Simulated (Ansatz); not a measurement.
F2H3InOSi: structure from calculated spectroscopic constants

These gas-phase data were calculated for one isomer of F2H3InOSi at PBE0-D4/def2-SVP (harmonic, unscaled wavenumbers; equilibrium rotational constants with average atomic masses):

| Quantity | Value |
| --- | --- |
| rotational constants | 3.865, 0.9911, 0.9885 GHz |
| all wavenumbers above 1500 cm⁻¹ | 3899, 1805, 1803 |

Candidates:

(1) `O[Si](F)(F)[InH2]`, a singlet
(2) `[F][In]([F])[O][SiH3]`, a singlet
(3) `F[SiH](F)[O][InH2]`, a singlet

Question: Which structure fits?

Answer: Candidate (1). The band at 3899 cm⁻¹ lies where the O–H stretch is expected; (2), (3) have no mode between 3300 and 4000 cm⁻¹.

The same quantities for all candidates:

```tsv
	rotational constants (GHz)	wavenumbers above 1500 cm⁻¹	E above the lowest, PBE0-D4/def2-SVP (kcal/mol)
(1)	3.865, 0.9911, 0.9885	3899, 1805, 1803	10.6
(2)	4.577, 1.212, 0.969	2252, 2223, 2221	55.4
(3)	5.23, 0.8672, 0.8272	2343, 1872, 1855	0.0
```

Each candidate is one conformer. Atoms past krypton carry core potentials. Programs: Ansatz 0.2.0.
